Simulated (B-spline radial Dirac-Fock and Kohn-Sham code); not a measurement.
# Satellites and hypersatellites of the K lines of As³⁺

System: arsenic as As³⁺ in the configuration [Ar] 3d10 4s2, inside a Watson sphere of charge -3 and radius 2.2 Å (a model of the Madelung potential; inside it an electron's potential energy is raised by 19.6 eV).

The computed values come from a radial B-spline solver: Dirac-Fock ΔSCF + Breit + QED. Each two-hole energy is an average over J within one jj subconfiguration, not an observable level; in light atoms, where LS coupling holds, the j-resolved values are not observed lines, and for a K spectator the Kα1 hypersatellite is nearly forbidden. Correlation and solid-state effects are left out.

Lines without a spectator: Kα2 (K-L2) 10507.2 eV, Kα1 (K-L3) 10543.1 eV, Kβ3 (K-M2) 11719.4 eV, Kβ1 (K-M3) 11724.4 eV. Shifts in eV with one spectator hole (a dash: not computed, or left out as unreliable):

| spectator hole | Kα2 | Kα1 | Kβ3 | Kβ1 |
| --- | --- | --- | --- | --- |
| K (1s) | +354.5 | +359.1 | +444.7 | +445.5 |
| L2 (2p1/2) | +35.0 | +43.0 | – | +94.0 |
| L3 (2p3/2) | +38.4 | +37.2 | +89.1 | – |
| M2 (3p1/2) | – | +3.53 | +7.70 | +9.90 |
| M3 (3p3/2) | +3.07 | – | +9.10 | +8.57 |
| M4 (3d3/2) | -0.04 | -1.23 | – | – |
| M5 (3d5/2) | -1.36 | -0.57 | – | – |

With n spectator holes in 2p, averaged over the 2p shell (energies in eV):

```tsv
n	KαLⁿ	step	hypersatellite KαʰLⁿ
0	10531.1	–	10888.7
1	10570.0	+38.9	10928.8
2	10610.0	+40.0	10970.0
3	10651.1	+41.1	11012.3
4	10693.3	+42.2	11055.7
5	10736.6	+43.3	11100.3
```
